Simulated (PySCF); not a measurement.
Cartesian coordinates in Å; atom numbers follow the order of the lines, from 1:
```xyz
20

C    -2.3892   -0.1420   -0.6656
C    -1.3525    0.7068   -0.6346
C    -0.4051    0.6890    0.5403
C     0.9816    0.3327    0.1481
C     1.5107   -0.3307   -0.9243
C     2.9205   -0.4158   -0.6862
C     3.1359    0.1987    0.5087
O     1.9676    0.6555    1.0168
Si   -1.2393   -0.6033    1.6959
C    -2.6078   -1.1005    0.4750
H    -3.0792   -0.1457   -1.5172
H    -1.1590    1.4028   -1.4583
H    -0.3779    1.6754    1.0369
H     0.9523   -0.7120   -1.7759
H     3.6734   -0.8735   -1.3241
H     4.0250    0.3912    1.1030
H    -1.7836    0.0224    2.9399
H    -0.3165   -1.7132    2.0746
H    -3.6178   -0.9948    0.9058
H    -2.5285   -2.1488    0.1384
```

Geometry: PBE0-D3(BJ)/def2-SVP; GIAO absolute shieldings from PySCF 2.14.0 with density-fitted response routines, gas phase, non-relativistic, averaged over equivalent atoms.

At wB97X-D/pcSseg-1 (227 basis functions, 58 s wall time on 1 thread of an Arm Neoverse V1, shared host):
| atoms | σ (ppm) |
| --- | --- |
| C4 | 21.2 |
| C7 | 38.8 |
| C1 | 40.3 |
| C2 | 43.0 |
| C6 | 67.0 |
| C5 | 76.1 |
| C3 | 154.4 |
| C10 | 171.1 |
| O8 | 32.8 |
| Si9 | 371.2 |
| H16 | 24.11 |
| H15 | 24.98 |
| H11 | 25.15 |
| H12 | 25.29 |
| H14 | 25.44 |
| H17 | 26.91 |
| H18 | 27.36 |
| H13 | 28.05 |
| H20 | 29.69 |
| H19 | 29.82 |

**Question.** What do these become at PBE0/pcSseg-1?

**Answer.** 
| atoms | σ at PBE0/pcSseg-1 | change |
| --- | --- | --- |
| C4 | 23.3 | +2.1 |
| C7 | 40.2 | +1.4 |
| C1 | 40.8 | +0.5 |
| C2 | 43.5 | +0.5 |
| C6 | 67.9 | +0.9 |
| C5 | 76.6 | +0.5 |
| C3 | 152.5 | -1.9 |
| C10 | 169.8 | -1.3 |
| O8 | 28.8 | -4.0 |
| Si9 | 372.9 | +1.7 |
| H16 | 23.98 | -0.13 |
| H15 | 24.88 | -0.10 |
| H11 | 25.01 | -0.14 |
| H12 | 25.15 | -0.14 |
| H14 | 25.34 | -0.10 |
| H17 | 26.77 | -0.14 |
| H18 | 27.23 | -0.13 |
| H13 | 27.73 | -0.32 |
| H20 | 29.46 | -0.23 |
| H19 | 29.60 | -0.22 |

The largest change is at O8 (aromatic ring oxygen). Cost: 227 basis functions, 46 s wall time on 1 thread of an Arm Neoverse V1, shared host. The order of the carbon signals is the same at both levels.
